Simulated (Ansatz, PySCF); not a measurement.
This PySCF input computes a PBE/def2-TZVPD energy:

```python
from pyscf import gto, scf, dft

mol = gto.M(
    atom='''
    Si   -0.53637960    0.67544624    0.09252691
    Br    0.75356592   -0.94894226   -0.12999213
    F    -0.03648617    2.12641680    0.15686923
    F    -2.05967970    0.51322004    0.20472496
    ''',
    basis='def2-tzvpd',
    charge=1,
    spin=0,
    verbose=4,
)

mf = dft.RKS(mol, xc='pbe').density_fit(auxbasis='def2-universal-jkfit')
mf.grids.level = 3
mf.conv_tol = 1e-9
mf.max_cycle = 100
mf.max_memory = 1500
mf.kernel()
if not mf.converged:
    mf = mf.newton()
    mf.kernel(mf.make_rdm1())
mf.analyze()
```

### Question
Write an input for the same energy in Ansatz (a program for electronic structure) and say what it gives.

### Answer

Ansatz 0.2 input:
```yaml
crystal:
  periodic: [false, false, false]
  atoms:
    - {symbol: Si, position_ang: [-0.53637960, 0.67544624, 0.09252691]}
    - {symbol: Br, position_ang: [0.75356592, -0.94894226, -0.12999213]}
    - {symbol: F, position_ang: [-0.03648617, 2.12641680, 0.15686923]}
    - {symbol: F, position_ang: [-2.05967970, 0.51322004, 0.20472496]}
basis:
  gaussian:
    orbitals: def2-TZVPD
hamiltonian:
  xc: {name: PBE}
total_charge: 1
output: {forces: true}
```
It gives -3062.53815 Eh, and PySCF -3062.53821 Eh, a difference of 0.06 mEh, from the treatment of integrals and grids.
